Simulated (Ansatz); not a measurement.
`O/C=C(\Cl)[SiH2]O` + `N[SiH2][SeH]` → `O[SiH2][SiH2][SeH]` + `N/C(Cl)=C\O`  (formal exchange of groups at the Si–C bond)

Isolated molecules relaxed with PBE0-D4/def2-TZVP in Ansatz; ΔE leaves out vibrations. CCSD(T)/CBS is the MP2 limit (def2-TZVPP, def2-QZVPP) plus CCSD(T) − MP2 in def2-TZVPP, frozen cores. Double bonds are as drawn, so ΔE can hold a change between cis and trans. DFT in def2-TZVPP. B3LYP here is the variant with VWN-RPA as its local correlation; programs differ in this. For Se outer-core shells are correlated without core-valence functions, which leaves a few kJ/mol of doubt a bond. Scalar relativity is left out up to krypton. Each species was taken in one conformer, which may not be the lowest.

```
             level  ΔE (kJ/mol)  difference from CCSD(T)/CBS
          B3LYP-D4        123.0                         -9.4
           ωB97X-V        121.7                        -10.7
           ωB97M-V        130.9                         -1.5
            r2SCAN        122.7                         -9.7
              PBE0        110.6                        -21.8
    MP2/def2-TZVPP        140.0                          7.6
SCS-MP2/def2-TZVPP        138.7                          6.3
CCSD(T)/def2-TZVPP        128.3                         -4.1
    MP2/def2-QZVPP        143.3                         10.9
    CCSD/CBS(def2)        134.5                          2.1
       CCSD(T)/CBS        132.4                            0
```

Largest T1 diagnostic among the species: 0.013.

In def2-TZVPP, CCSD(T) changes the Hartree–Fock value by −16.3 kJ/mol (the triples alone add −2.2 kJ/mol) and MP2 by −4.7 kJ/mol. From PBE to PBE0 (25 % exact exchange), in def2-TZVPP and without D4, ΔE moves by +8.0 kJ/mol.
